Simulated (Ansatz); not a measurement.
Relaxation of ClGaH₂ (4 atoms, charge 0, multiplicity 1), to a largest force component of 0.03 eV/Å in at most 50 steps.

Level of theory: RKS r2SCAN/def2-SVP in Ansatz 0.2.0.

```xyz
4
Properties=species:S:1:pos:R:3:forces:R:3
Ga -0.950 0.000 0.371 0.12 0.00 -0.05
H 1.573 0.000 1.511 0.68 0.00 -0.76
Cl 2.484 0.000 0.534 -0.81 0.00 0.75
H -1.150 0.000 -1.286 0.01 0.00 0.06
```

Task: Where does it end, and by what steps?

Result: It converged. After 4 steps the energy has fallen by 0.043 eV; H2 moved furthest, 0.25 Å.

| step | energy less start (eV) | largest force component (eV/Å) | accepted |
| --- | --- | --- | --- |
| 0 | 0.0000 | 0.812 | yes |
| 1 | -0.0329 | 0.428 | yes |
| 2 | -0.0391 | 0.267 | yes |
| 3 | -0.0421 | 0.063 | yes |
| 4 | -0.0427 | 0.029 | yes |

```xyz
4
Properties=species:S:1:pos:R:3
Ga -0.761 0.000 0.464
H 1.368 0.000 1.378
Cl 2.320 0.000 0.467
H -0.968 0.000 -1.179
```

Time of the run: 8.5 s on 1 thread of Intel(R) Xeon(R) Platinum 8488C (Sapphire Rapids), on a shared host, peak memory 0.14 GiB.
